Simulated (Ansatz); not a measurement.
Mulliken charges of `[I][GeH2][I]` from ωB97M-V/def2-TZVPP in Ansatz (PBE0-D4/def2-TZVP geometry).

```csv
atom,x (Å),y (Å),z (Å),charge (e)
I1,-2.218,0.558,0.592,-0.173
Ge2,0.067,-0.047,-0.235,0.227
I3,1.662,-0.264,1.684,-0.173
H4,0.562,1.083,-1.143,0.059
H5,-0.022,-1.403,-0.939,0.059
```

By hand: the dipole of these point charges (1 e Å = 4.8032 D).

Σ q r = (0.143, -0.080, -0.570) e Å, of length 0.593 e Å = 2.85 D.

How does the dipole of the full density compare? (Best estimate.)

The calculation gave: (0.064, -0.036, -0.253) e Å, 1.27 D; the point charges give 2.24 times that, at 0° from its direction.

Point charges leave out the atoms' own dipoles, such as those of lone pairs, and Mulliken's split depends on the basis, so the two needn't agree.
